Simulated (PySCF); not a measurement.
A small calculation by hand: chemical shift, span and skew from a shielding tensor

C4H6ClF, SMILES [C@@H](/C=C\Cl)(F)C. Atoms are numbered in the order given.

```xyz
12

C     -1.9200    -0.2533    -0.6517
C     -1.0113     0.1370     0.5056
F     -1.7487     0.0891     1.6903
C      0.1688    -0.7798     0.6600
C      1.3501    -0.6464     0.0525
Cl     1.7122     0.6652    -1.0389
H     -2.2659    -1.2914    -0.5362
H     -2.7959     0.4121    -0.6782
H     -1.3734    -0.1635    -1.6021
H     -0.6613     1.1751     0.3763
H      0.0217    -1.6447     1.3146
H      2.1811    -1.3421     0.1752
```
Charge 0, spin multiplicity 1.

Geometry optimised at TPSSh-D3(BJ)/def2-SVP. The structure was generated by enumeration; whether it is a known compound was not checked. The values are those of a single conformer.

GIAO shieldings from PySCF with B3LYP/pcSseg-1, non-relativistic, no solvent. The symmetric part of the tensor of F3 has the principal values 338.0, 379.5, 399.1 ppm. The same nucleus in CFCl3 has σ = 161.7 ppm at this level (PySCF, at its B3LYP-D3(BJ)/def2-TZVP geometry). Without spin–orbit terms, shifts of atoms bonded to Cl or Br come out too high.

Question: Work out the isotropic shielding, the ¹⁹F shift against CFCl3, the span and the skew.

Answer: 
σ(iso) = (σ11 + σ22 + σ33)/3 = 372.2 ppm. δ = σ(ref) − σ(iso) = 161.7 − (372.2) = -210.5 ppm.
Span Ω = σ33 − σ11 = 61.1 ppm. Skew κ = 3(σ(iso) − σ22)/Ω = -0.36. Tumbling in solution averages the tensor to δ; in a static solid the shielding alone would spread this spin-1/2 line over Ω.
